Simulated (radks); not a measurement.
The numbers below are computed, except where a source is named.
Question: Ionisation of Ca, [Ar] 4s2, to Ca+, [Ar] 4s1, under several functionals. Non-relativistic Kohn-Sham, spin-polarised, spherical densities, point nucleus; open shells are filled with parallel spins first; a radial shooting solver on a logarithmic mesh with Libxc functionals. The NIST Atomic Spectra Database gives 6.113 eV (measured). Rank these functionals by the error of their Delta-SCF ionisation energy: TASK exchange with Perdew-Wang LDA correlation; LDA (Slater exchange, Perdew-Zunger correlation); LDA (Slater exchange, Perdew-Wang correlation); AM05; PW91; LDA (Slater exchange, VWN5 correlation); SOGGA; revTPSS; RPBE; TPSS; B86b exchange with PBE correlation.

Answer: From best to worst: PW91 6.100 eV (-0.013); B86b exchange with PBE correlation 6.073 eV (-0.041); RPBE 6.055 eV (-0.058); LDA (Slater exchange, VWN5 correlation) 6.211 eV (+0.098); LDA (Slater exchange, Perdew-Wang correlation) 6.217 eV (+0.104); revTPSS 5.997 eV (-0.116); LDA (Slater exchange, Perdew-Zunger correlation) 6.230 eV (+0.117); TPSS 5.982 eV (-0.131); AM05 5.956 eV (-0.157); SOGGA 5.920 eV (-0.193); TASK exchange with Perdew-Wang LDA correlation 5.450 eV (-0.663).
